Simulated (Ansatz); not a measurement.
One change: `B[SiH]([SiH3])Cl` becomes `B[SiH](N)Cl`.

Ansatz, PBE0-D4/def2-TZVP geometries, multiplicity 1. Each molecule was computed in one conformer, which needn't be the lowest. `B[SiH](N)Cl` holds a close contact that its SMILES doesn't draw: Cl···B 2.18 Å.

```csv
property,`B[SiH]([SiH3])Cl`
HOMO–LUMO gap (PBE/def2-TZVPP) / eV,3.00
LUMO energy (PBE/def2-TZVPP) / eV,-3.71
HOMO energy (PBE0/def2-TZVPP) / eV,-7.83
LUMO energy (B3LYP/def2-TZVPP) / eV,-2.95
LUMO energy (PBE0/def2-TZVPP) / eV,-2.76
size of the dipole moment (PBE/def2-TZVPP) / D,1.30
```

(1) Give the same properties after the change, and the shifts. (An estimate is asked.)

Answers

(1) Ansatz gave: 
| property | `B[SiH](N)Cl` | shift |
| --- | --- | --- |
| HOMO–LUMO gap (PBE/def2-TZVPP) / eV | 5.12 | 2.12 |
| LUMO energy (PBE/def2-TZVPP) / eV | -1.31 | 2.40 |
| HOMO energy (PBE0/def2-TZVPP) / eV | -7.63 | 0.20 |
| LUMO energy (B3LYP/def2-TZVPP) / eV | -0.63 | 2.32 |
| LUMO energy (PBE0/def2-TZVPP) / eV | -0.41 | 2.35 |
| size of the dipole moment (PBE/def2-TZVPP) / D | 3.10 | 1.80 |

With PBE0 the HOMO rises by 0.20 eV and the LUMO rises by 2.35 eV, so the gap widens by about 2.15 eV. PBE moves the HOMO by 0.28 eV and ωB97M-V by 0.08 eV. The zero-point energy changes by 7.6 kJ/mol with -3 modes. Dipoles are sizes alone; their direction can turn.

B3LYP here is the variant with VWN-RPA as its local correlation; programs differ in this.
